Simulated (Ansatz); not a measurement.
The free Y atom, lowest solution found in each spin (singlets restricted, other states unrestricted); no spin–orbit coupling, and no relativity up to Kr.

Correlated levels freeze the inner cores; with def2 sets outer-core shells near the valence are correlated too. CBS: X⁻³ extrapolation of the correlation energy, Hartree–Fock from the larger set.

The values were computed with Ansatz (Gaussian orbitals). Each number belongs to the level named beside it. In def2 rows elements past Kr take small-core potentials, without spin–orbit coupling.

**Question.** Give the energy of multiplicity 4 less that of multiplicity 2 at the level CCSD(T)/def2-QZVPP.

**Answer.** 33.0 kcal/mol

**Question.** What energy of multiplicity 4 less that of multiplicity 2 does CCSD(T)/CBS(def2-TZVPP, def2-QZVPP) give?

**Answer.** 31.6 kcal/mol

**Question.** What energy of multiplicity 4 less that of multiplicity 2 does PBE0/def2-SVP give?

**Answer.** 19.7 kcal/mol

Ansatz is a program for electronic structure.
